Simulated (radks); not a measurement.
Spherical quantum dot in the effective-mass picture: electrons in a hard-walled sphere of radius 3.67, all in effective atomic units (hartree* = m*/eps^2 hartree, bohr* = eps/m* bohr), one dielectric constant everywhere. Calculated with a radial shooting solver with Libxc functionals: non-relativistic Kohn-Sham, r2SCAN, spin-polarised, spherical densities, generalised Kohn-Sham scheme. Levels are named by radial order and angular momentum (1s, 1p, 1d, 2s, ...), and open shells are averaged over m. Results are scaled to m* = 0.259 and eps = 10.9, for which hartree* = 59.32 meV and bohr* = 2.227 nm. Each electron was tried in the lowest free levels, single moves between levels near the top were tried too, and the lowest total energy was kept; such a search can miss a lower state. The series stops at N = 22: beyond it a trial failed or the search could not be trusted, so later rows were left out. At N = 1 the Hartree and exchange-correlation terms need not cancel, so that row can carry a self-interaction error.

N	open shells	2S	E (meV)	mu = E(N) - E(N-1) (meV)	addition energy mu(N+1) - mu(N) (meV)	e(HOMO) (meV)	rms radius (nm)
1	1s(up 1, down 0)	1	21.6094	21.609	25.82	31.072	4.366
2	none	0	69.0370	47.428	40.04	56.999	4.564
3	1p(up 1, down 0)	1	156.505	87.468	19.20	96.775	4.862
4	1p(up 2, down 0)	2	263.169	106.66	20.17	116.69	5.023
5	1p(up 3, down 0)	3	390.004	126.84	28.22	137.01	5.135
6	1p(up 3, down 1)	2	545.055	155.05	18.49	164.10	5.228
7	1p(up 3, down 2)	1	718.601	173.55	19.44	183.17	5.302
8	none	0	911.585	192.98	44.00	202.85	5.364
9	1d(up 1, down 0)	1	1148.57	236.99	18.97	246.42	5.442
10	1d(up 2, down 0)	2	1404.52	255.95	19.19	265.51	5.506
11	1d(up 3, down 0)	3	1679.66	275.14	19.31	284.78	5.562
12	1d(up 4, down 0)	4	1974.12	294.46	19.38	304.13	5.610
13	1d(up 5, down 0)	5	2287.96	313.84	26.80	323.53	5.652
14	1d(up 5, down 1)	4	2628.59	340.63	18.54	349.86	5.692
15	1d(up 5, down 2)	3	2987.77	359.17	18.79	368.53	5.728
16	1d(up 5, down 3)	2	3365.73	377.97	18.96	387.42	5.760
17	1d(up 5, down 4)	1	3762.66	396.92	19.05	406.43	5.789
18	none	0	4178.64	415.98	48.25	425.52	5.817
19	1f(up 1, down 0)	1	4642.86	464.22	18.64	473.46	5.849
20	1f(up 2, down 0)	2	5125.73	482.87	18.70	492.15	5.878
21	1f(up 3, down 0)	3	5627.29	501.57	18.76	510.91	5.906
22	1f(up 4, down 0)	4	6147.63	520.33	-	529.71	5.931

All shells are closed at N = 2, 8, 18 (there: 1s2 1p6 1d10); the second difference of the energy has clear peaks (12 % above both neighbours; the first and last values, which can be the largest, are not judged, and half-filled shells can peak too) at N = 2, 5, 8, 13, 18.
